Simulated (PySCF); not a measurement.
## Ionisation energy of B²⁺ by level of theory

B²⁺ [He] 2s1 (2S) → B³⁺ 1s2 (1S), as a difference of total energies. Computed with PySCF 2.14 in def2-QZVPPD, with no relativity, point nucleus. Correlated levels: valence and next inner shell: nothing frozen. The calculations carry no spin-orbit coupling.

```
                                method  ionisation energy (eV)
                                   UHF                  37.819
    MP2 (valence and next inner shell)                  37.852
SCS-MP2 (valence and next inner shell)                  37.850
   CCSD (valence and next inner shell)                  37.857
CCSD(T) (valence and next inner shell)                  37.858
```

Question: How much does correlation contribute at CCSD(T) (valence and next inner shell)?

Answer: 37.858 − (37.819) = 0.039 eV, measured against UHF.

Errors of the correlated levels include the incompleteness of this basis.

For comparison: 37.931 eV (measured; NIST Atomic Spectra Database, ionization energies).
